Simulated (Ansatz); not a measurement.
Frontier orbitals of C$_{2}$H$_{7}$O$_{2}$V, SMILES `[CH3][V]([CH3])(=[O])[OH]`.

Total charge 0; spin multiplicity 1. Correlated methods include outer-core shells of V, which these sets cover unevenly. Scalar relativity is left out up to krypton. The geometry is a stationary point of PBE0-D4/def2-TZVP. It is one conformer, not always the lowest. Basis def2-TZVPP, Ansatz 0.2.0.

```json
{"functional": "CAM-B3LYP", "HOMO (eV)": "-9.89", "LUMO (eV)": "-1.40"}
```

Give HOMO and LUMO (eV) with LDA (SPW92), PBE, revPBE, BLYP, r2SCAN, B97M-V, PBE0, B3LYP, r2SCANh, r2SCAN0, HSE06 (plane-wave form), BHLYP, LC-ωPBE, ωB97X-V, ωB97M-V, HF. (An estimate is asked.)

The calculation gave: 
```tsv
functional	HOMO	LUMO
LDA (SPW92)	-7.06	-4.00
PBE	-6.92	-3.73
revPBE	-6.86	-3.63
BLYP	-6.81	-3.63
r2SCAN	-7.26	-3.60
B97M-V	-7.36	-3.53
PBE0	-8.42	-2.56
B3LYP	-8.18	-2.87
r2SCANh	-7.82	-3.15
r2SCAN0	-8.65	-2.46
HSE06 (plane-wave form)	-8.01	-2.94
BHLYP	-9.83	-1.21
LC-ωPBE	-11.29	-0.20
ωB97X-V	-10.93	-0.23
ωB97M-V	-10.83	-0.23
HF	-11.85	1.85
```

B3LYP here is the variant with VWN-RPA as its local correlation; programs differ in this. LC-ωPBE has ω = 0.4 bohr⁻¹.
